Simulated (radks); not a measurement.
Values are calculated unless marked as measured or tabulated.
Excited configurations of neutral oxygen: one electron is placed in a higher orbital outside [He] 2s2 2p3. The ground configuration is [He] 2s2 2p4. Code: a radial shooting solver on a logarithmic mesh with Libxc functionals. Model: Dirac Kohn-Sham, LDA (Slater exchange, Perdew-Wang correlation), spin-unpolarised, spherical densities, finite nucleus; open shells fill j = l - 1/2 first; Fermi nuclear charge, rms radius 2.6991 fm. Excitation = E - E(ground); binding = E(ion) - E, where the ion is the core of charge +1; n* = 1/sqrt(2 binding) in atomic units, and the quantum defect is n - n*.

outer orbital,excitation (eV),binding (eV),n*,quantum defect,eigenvalue (eV),<r> (bohr)
3s1/2,12.176,4.389,1.761,1.239,-2.427,4.822
3p1/2,13.695,2.869,2.178,0.822,-1.437,6.371
4p1/2,15.093,1.472,3.040,0.960,-0.859,13.76
4d3/2,15.590,0.974,3.737,0.263,-0.558,19.42
4f5/2,15.657,0.908,3.871,0.129,-0.442,17.69
5s1/2,15.474,1.091,3.531,1.469,-0.691,20.12
6s1/2,15.860,0.705,4.393,1.607,-0.464,31.82
6p1/2,15.961,0.604,4.747,1.253,-0.397,36.58
6d3/2,16.096,0.468,5.390,0.610,-0.307,45.95
7s1/2,16.071,0.494,5.247,1.753,-0.335,46.22
7p1/2,16.130,0.435,5.594,1.406,-0.294,52.01

The Delta-SCF ionisation energy is 16.565 eV (NIST Atomic Spectra Database: 13.618 eV, measured). Self-interaction in the functional shifts the binding energies and quantum defects, so they are the method's values and not measured ones. Spin polarisation and multiplet splitting are left out, so open shells lie too high by an amount that depends on their filling.

Beside tabulated values, note that spin-unpolarised runs miss the spin-polarisation part of the exchange energy of open shells.
